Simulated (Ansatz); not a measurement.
Coupled-cluster diagnostics for AsMe2(NMe2) (C₄H₁₂AsN), Ansatz.

Geometry of the singlet (r2SCAN-D4/def2-SVP):

Cartesian coordinates in Å:
```
As -1.116 -0.267 -0.378
C -0.229 -0.706 -2.079
H -0.280 0.139 -2.781
H -0.752 -1.560 -2.537
H 0.822 -0.971 -1.888
C -0.771 -2.013 0.462
H 0.314 -2.199 0.494
H -1.265 -2.793 -0.139
H -1.187 -2.052 1.478
N 0.393 0.609 0.393
C 0.265 0.783 1.829
C 0.687 1.875 -0.253
H 1.214 1.176 2.234
H 0.076 -0.183 2.323
H -0.540 1.490 2.135
H 0.813 1.739 -1.339
H -0.086 2.662 -0.092
H 1.642 2.272 0.139
```

Correlated methods freeze 14 core orbitals; core or outer-core shells of As are correlated, in sets that lack core-valence functions.

**Question.** Estimate the CCSD(T) correlation energy, the shares of MP2 and (T), T1 and the reference's ⟨S²⟩ for: charge 0, singlet, own geometry in def2-SVP; and the rough time on 2 threads of AMD EPYC 7R13 on a shared host and a share (18 GiB) of an NVIDIA H100 80GB HBM3.

**Answer.** 
```csv
state,basis,correlation (eV),MP2 share (%),(T) share (%),T1,⟨S²⟩ (pure),wall time
"charge 0, singlet, own geometry",def2-SVP,-29.838,90.7,3.0,0.010,0.00 (0.00),20 s
```
Customary marks for T1 are 0.02 (closed shells), 0.045 (open shells) and about 0.05 (3d metals). T1 stays under 0.02 throughout.
